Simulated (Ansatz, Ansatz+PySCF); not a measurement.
```xyz
4

O     0.0000    0.0000   -1.3071
O     0.0000    0.0000    1.3071
H    30.0000    0.0000   -1.2423
F    30.0000    0.0000    0.1380
```

Basis set: 6-31G (spherical functions). Correlated methods keep 3 orbitals frozen. Correlation on ROHF uses semicanonical orbitals with singles. Charge 0, multiplicity 3.

Computed with Ansatz (development build ahead of 0.2.0); each method stands on the lowest determinant of its kind that the runs found.

The atomization energy at this shape (free ground-state atoms in the same class of orbitals less the molecule, no zero-point energy) of triplet HO₂F:

| method | atomization energy |
| --- | --- |
| UHF-MP2 | 93.1 kJ/mol |
| ROHF-MP2 | -1.9 kJ/mol |
| ROHF | -236.2 kJ/mol |

What does UHF give?

-24.7 kJ/mol. Caution for UHF-MP2: another reference gives a lower total; large amplitudes, a single reference is doubtful. Caution for UHF-MP2, ROHF-MP2: forces differ strongly between restricted and unrestricted references. Caution for UHF-MP2, UHF: the unrestricted determinant is a mixture of spin states. Caution for ROHF-MP2, ROHF: an unrestricted determinant lies well below. Caution for ROHF-MP2: bonds are stretched, where a single reference can fail. Caution for ROHF: the molecule lies well above its atoms at this level.

This basis has no polarisation functions and is too small for such energies, which can lie far from measured ones in either direction.
